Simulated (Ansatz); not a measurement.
Start from `C[SiH2]BCCl` and change one atom or group to get `CB[SiH2]C`.

Ansatz, PBE0-D4/def2-TZVP geometries, multiplicity 1. Each molecule was computed in one conformer, which needn't be the lowest.

```json
{"property": "LUMO energy (B3LYP/def2-TZVPP) / eV", "`C[SiH2]BCCl`": "-1.12"}
{"property": "size of the dipole moment (PBE/def2-TZVPP) / D", "`C[SiH2]BCCl`": "2.16"}
{"property": "HOMO energy (PBE0/def2-TZVPP) / eV", "`C[SiH2]BCCl`": "-7.74"}
{"property": "HOMO–LUMO gap (B3LYP/def2-TZVPP) / eV", "`C[SiH2]BCCl`": "6.44"}
{"property": "HOMO energy (B3LYP/def2-TZVPP) / eV", "`C[SiH2]BCCl`": "-7.56"}
{"property": "HOMO–LUMO gap (PBE0/def2-TZVPP) / eV", "`C[SiH2]BCCl`": "6.83"}
```

(1) What does the change do to each property? (An estimate is asked.)

Results:

(1) The calculation gave: 
```csv
property,`CB[SiH2]C`,shift
LUMO energy (B3LYP/def2-TZVPP) / eV,-1.87,-0.75
size of the dipole moment (PBE/def2-TZVPP) / D,1.37,-0.79
HOMO energy (PBE0/def2-TZVPP) / eV,-7.61,0.13
HOMO–LUMO gap (B3LYP/def2-TZVPP) / eV,5.57,-0.87
HOMO energy (B3LYP/def2-TZVPP) / eV,-7.43,0.13
HOMO–LUMO gap (PBE0/def2-TZVPP) / eV,5.93,-0.90
```

With PBE0 the HOMO rises by 0.13 eV and the LUMO falls by 0.76 eV, so the gap narrows by about 0.89 eV. PBE moves the HOMO by 0.11 eV and ωB97M-V by 0.14 eV. Dipoles are sizes alone; their direction can turn.

B3LYP here is the variant with VWN-RPA as its local correlation; programs differ in this.
